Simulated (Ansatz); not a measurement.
Molecule: C$_{4}$H$_{10}$O, net charge 0, singlet state. 
Coordinates optimised at B3LYP-D3(BJ)/def2-TZVP (Ansatz, a program for electronic structure):
```
C
H 1 1.1007
O 1 1.4264 2 108.24
C 3 1.4095 1 114.85 2 -47.86
H 4 1.0893 3 107.06 1 172.43
H 4 1.0959 5 108.52 3 -121.71
H 4 1.0982 5 108.86 6 -117.86
C 1 1.5180 2 109.15 3 115.45
H 8 1.0900 1 110.46 2 -59.15
H 8 1.0911 9 108.75 1 -121.61
H 8 1.0917 9 108.33 10 -117.72
C 1 1.5254 2 108.90 3 -121.92
H 12 1.0904 1 111.90 2 57.96
H 12 1.0916 13 107.61 1 121.31
H 12 1.0919 13 108.43 14 117.16
```

Total electronic energies in hartree. Correlated levels leave the core frozen unless marked. No spin-orbit coupling. No relativistic terms. Basis-set limits of correlation are two-point, X^-3; Hartree-Fock from the larger set. The bracket is a focal-point correction in the basis named.

```json
[
 {"level": "RI-HF/aug-cc-pVQZ", "program": "Ansatz", "energy (Eh)": "-232.24549"},
 {"level": "SVWN5/def2-TZVPD", "program": "Ansatz", "energy (Eh)": "-231.70434"},
 {"level": "PBE-D4/def2-TZVPD", "program": "Ansatz + dftd4", "energy (Eh)": "-233.44710"},
 {"level": "BLYP-D3(BJ)/def2-TZVPD", "program": "Ansatz + dftd3", "energy (Eh)": "-233.65594"},
 {"level": "B3LYP-D3(BJ)/def2-TZVPD", "program": "Ansatz + dftd3", "energy (Eh)": "-233.77582"},
 {"level": "PBE0/def2-QZVPP", "program": "Ansatz", "energy (Eh)": "-233.48399"},
 {"level": "r2SCANh-D4/def2-TZVPD", "program": "Ansatz + dftd4", "energy (Eh)": "-233.60002"},
 {"level": "r2SCANh/def2-TZVPD", "program": "Ansatz", "energy (Eh)": "-233.59742"},
 {"level": "r2SCAN0/def2-TZVPD", "program": "Ansatz", "energy (Eh)": "-233.58404"},
 {"level": "MP2/CBS(cc-pVTZ,cc-pVQZ)", "program": "Ansatz", "energy (Eh)": "-233.3020"},
 {"level": "RI-MP2/cc-pVQZ", "program": "Ansatz", "energy (Eh)": "-233.25588"},
 {"level": "RI-MP2/CBS(aug-cc-pVTZ,aug-cc-pVQZ)", "program": "Ansatz", "energy (Eh)": "-233.3030"},
 {"level": "RI-MP2/CBS(cc-pVTZ,cc-pVQZ)", "program": "Ansatz", "energy (Eh)": "-233.3016"},
 {"level": "SCS-MP2/aug-cc-pVTZ", "program": "Ansatz", "energy (Eh)": "-233.20088"},
 {"level": "CCSD/aug-cc-pVDZ", "program": "Ansatz", "energy (Eh)": "-233.03725"},
 {"level": "CCSD/cc-pVDZ", "program": "Ansatz", "energy (Eh)": "-232.98824"},
 {"level": "CCSD/CBS(cc-pVTZ,cc-pVQZ)", "program": "Ansatz", "energy (Eh)": "-233.3332"},
 {"level": "CCSD(T)/6-31G", "program": "Ansatz", "energy (Eh)": "-232.59536"},
 {"level": "CCSD(T)/cc-pVTZ", "program": "Ansatz", "energy (Eh)": "-233.26519"},
 {"level": "CCSD(T)/cc-pwCVTZ", "program": "Ansatz", "energy (Eh)": "-233.27850"},
 {"level": "CCSD(T)/cc-pVQZ", "program": "Ansatz", "energy (Eh)": "-233.33708"},
 {"level": "RI-MP2/CBS(aug-cc-pVTZ,aug-cc-pVQZ)+[CCSD(T)-MP2]/aug-cc-pVTZ", "program": "Ansatz", "energy (Eh)": "-233.3907"},
 {"level": "CCSD(T)/CBS(cc-pVTZ,cc-pVQZ)", "program": "Ansatz", "energy (Eh)": "-233.3778"}
]
```

Totals of different functionals don't rank their quality; only differences between species are comparable.
